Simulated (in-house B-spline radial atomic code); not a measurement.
Values are calculated unless marked as measured or tabulated.
As in an electron gas of r_s = 2.2: phase shifts, screening, friction and resistivity

A nucleus sits in a uniform electron gas with a rigid positive background. The Kohn-Sham equations are solved self-consistently in the spin-unpolarised LDA (PW92), non-relativistic, on B-splines with outgoing waves at the boundary and partial waves to l = 8. The model has no lattice, no bands and no magnetic solution. Atomic units; δ_l are the phase shifts at the Fermi level, counted so that each bound state adds π, and good to about 0.0005.

The density parameter is r_s = 2.2 bohr, near that of the valence electrons of Ga (3 per atom, density 5.91 g/cm³, mass 69.72 u, which gives r_s = 2.19).

```
l  δ_l (rad)
0    10.5088
1     7.8137
2     3.4794
3     0.0563
4     0.0088
5     0.0016
6     0.0004
7     0.0002
8     0.0002
```

Bound levels below the band bottom (hartree): p -47.06, s -6.293, p -4.414, d -1.108, s -0.1853 and deeper ones.

(1) Check the Friedel sum rule, and say where the screening charge sits.

(2) Find the transport cross section and the electronic stopping of a 10 keV As ion (mass 74.92 u).

(3) What residual resistivity would 1 atomic per cent of such centres give in Ga?

(4) On a substitutional site the background of one host ion, a sphere holding 3 charges, is taken out. The phase shifts for l = 0 to 4 become 10.2254, 7.2267, 3.0962, -0.0262, -0.0066. What follows?

## Answers

(1) k_F = (9π/4)^(1/3)/r_s = 0.87234. The rule is Z = (2/π) Σ (2l + 1) δ_l. The terms are s 6.690, p 14.923, d 11.075, f 0.251 and 0.069 beyond, in all 33.008 against Z = 33. Bound states hold 8 s, 12 p, 10 d electrons, so the scattering states carry 3.01 in all; where a term is smaller than its bound count, the bound level has drawn weight out of the band.

(2) σ_tr = (4π/k_F²) Σ (l + 1) sin²(δ_l − δ_(l+1)). The terms for l = 0 to 3 are 0.1865, 1.7275, 0.2315, 0.0090, all together 2.1547, so σ_tr = 16.513 × 2.1547 = 35.582 bohr². With n = 3/(4π r_s³) = 0.02242, the friction coefficient is Q = n k_F σ_tr = 0.6959. For v well below v_F = 0.872, dE/dx = Q v; with 24801 eV per u at v = 1, v = √(10000/(24801 × 74.92)) = 0.0734, so dE/dx = 0.05105 hartree/bohr = 26.3 eV/nm. The largest term couples the p and d waves.

(3) Δρ = k_F n_i σ_tr/n in atomic units of 21.74 μΩ·cm. With one host atom per 3 electrons, n_i/n = 0.01/3, so Δρ = 0.8723 × 0.00333 × 35.582 × 21.74 = 2.25 μΩ·cm. This is an atom added to the gas, as on an interstitial site.

(4) The Friedel sum is now 30.00, for Z − 3 = 30. The sum in σ_tr is 1.4189, so σ_tr = 23.43 bohr² and Δρ = 1.48 μΩ·cm per atomic per cent, 0.66 times the value above. A real host ion scatters too, so this model doesn't give zero even for the host's own atom.
